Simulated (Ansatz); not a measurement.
System: B, charge 0, doublet.

Total energies in cc-pV5Z, 3 correlated electrons, 1 frozen orbitals. Radicals and triplets start from unrestricted determinants; spin-orbit coupling is neglected. Correlated methods leave the cores frozen. No relativity. Full CI freezes restricted core orbitals and the other rows unrestricted ones, which leaves a small offset even where coupled cluster is exact.

```csv
method,program,energy (Eh),error against FCI (mEh)
HF,Ansatz,-24.53312,68.79
MP2,Ansatz,-24.58133,20.59
CCSD,Ansatz,-24.60005,1.86
CCSD(T),Ansatz,-24.60155,0.36
CCSDT,Ansatz,-24.60195,-0.04
FCI,Ansatz,-24.60191,0.00
```

Ansatz is a first-principles code.
